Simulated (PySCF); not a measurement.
CH6O2Si3, SMILES O=C1O[SiH2][Si@H]1[SiH3]. Atoms are numbered in the order given.

```xyz
12

O      0.3382     2.4669     0.0685
C      0.5706     1.2992     0.0168
O      1.6519     0.7141     0.6515
Si     1.6316    -0.9743     0.2476
Si    -0.3141    -0.2586    -0.8270
Si    -2.3833    -0.7270     0.1737
H      1.5437    -1.7939     1.4837
H      2.8426    -1.3401    -0.5315
H     -0.3662    -0.1817    -2.3146
H     -3.3819     0.3153    -0.1972
H     -2.1890    -0.7389     1.6515
H     -2.8708    -2.0645    -0.2729
```
Charge 0, spin multiplicity 1.

Coordinates come from a B3LYP-D3(BJ)/def2-SVP optimisation. The structure was generated by enumeration; whether it is a known compound was not checked.

Calculation: PySCF with PBE/pcSseg-1.

GIAO shieldings, no solvent; atoms listed in one row are averaged. δ = σ(ref) − σ: ¹⁷O against H2O (σ = 334.3 ppm); ¹³C against TMS (σ = 182.0 ppm); ²⁹Si against TMS (σ = 335.4 ppm); ¹H against TMS (σ = 31.49 ppm), references at their B3LYP-D3(BJ)/def2-TZVP geometries, non-relativistic.

**Question.** Estimate the chemical shifts. (Estimate from the structure and the level; the computed values follow.)

**Answer.** 
| nucleus | atoms | count | δ (ppm) |
|---|---|---|---|
| ¹⁷O | O1 | 1 | 544.9 |
| ¹⁷O | O3 | 1 | 363.4 |
| ¹³C | C2 | 1 | 176.5 |
| ²⁹Si | Si4 | 1 | -20.6 |
| ²⁹Si | Si5 | 1 | -24.7 |
| ²⁹Si | Si6 | 1 | -107.9 |
| ¹H | H9 | 1 | 5.73 |
| ¹H | H8 | 1 | 5.62 |
| ¹H | H7 | 1 | 5.52 |
| ¹H | H10, H11, H12 | 3 | 4.22 |
